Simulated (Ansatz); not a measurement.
`C#C[SiH2][SiH2]C` → `C#CC([SiH3])[SiH3]`  (isomerisation)

Calculated with Ansatz (gas phase, PBE0-D4/def2-TZVP geometries, no zero-point term in ΔE). CBS: MP2 limit from def2 TZ/QZ plus the TZ coupled-cluster correction, frozen cores. Functionals use def2-TZVPP. One conformer a species, not always the lowest.

CCSD(T)/CBS gives +56.2 kJ/mol.

(1) Another level gave +58.2 kJ/mol. Which?
A. PBE/def2-TZVPP
B. ωB97X-V/def2-TZVPP
C. PBE0-D4/def2-TZVPP
D. SCS-MP2/def2-TZVPP

Largest T1 diagnostic among the species: 0.012.

## Answers

(1) C. PBE0-D4 58.2, ωB97X-V 53.9, SCS-MP2/def2-TZVPP 48.5, PBE 64.2 kJ/mol.

From PBE to PBE0 (25 % exact exchange), in def2-TZVPP and without D4, ΔE moves by −3.4 kJ/mol. The D4 term adds −5.2 kJ/mol with B3LYP and −2.6 kJ/mol with PBE0; it sums over pairs of atoms, weighted by their polarisabilities, and B3LYP, whose exchange is more repulsive, gets the larger term.

B3LYP here is the variant with VWN-RPA as its local correlation; programs differ in this.
